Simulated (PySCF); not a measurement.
F3S, charge +1. Atoms are numbered in the order given.

```xyz
4

F     -1.1567     0.6678    -0.2651
S      0.0000     0.0000     0.4473
F      0.0000    -1.3356    -0.2651
F      1.1567     0.6678    -0.2651
```
Charge +1, spin multiplicity 1.

Coordinates come from a B3LYP-D3(BJ)/def2-TZVP optimisation. The isomer is the one that the SMILES or the coordinates give; other isomers of the formula were not compared.

Computed with HF/def2-TZVPD (PySCF).

Symmetry labels are those of the subgroup Cs that the program uses (full group C3v).

**Question.** List the valence orbital energies around the gap with their symmetry. (An estimate is asked for; the answer gives what the named calculation found.)

**Answer.** 
```json
[
 {"orbital": "HOMO−7", "symmetry": "A\"", "energy (eV)": "-31.12"},
 {"orbital": "HOMO−6", "symmetry": "A'", "energy (eV)": "-30.53"},
 {"orbital": "HOMO−5", "symmetry": "A\"", "energy (eV)": "-28.57"},
 {"orbital": "HOMO−4", "symmetry": "A'", "energy (eV)": "-28.57"},
 {"orbital": "HOMO−3", "symmetry": "A'", "energy (eV)": "-27.20"},
 {"orbital": "HOMO−2", "symmetry": "A\"", "energy (eV)": "-27.20"},
 {"orbital": "HOMO−1", "symmetry": "A\"", "energy (eV)": "-26.77"},
 {"orbital": "HOMO", "symmetry": "A'", "energy (eV)": "-23.34"},
 {"orbital": "LUMO", "symmetry": "A'", "energy (eV)": "-4.83"},
 {"orbital": "LUMO+1", "symmetry": "A\"", "energy (eV)": "-4.83"},
 {"orbital": "LUMO+2", "symmetry": "A'", "energy (eV)": "-2.71"},
 {"orbital": "LUMO+3", "symmetry": "A'", "energy (eV)": "-2.33"}
]
```
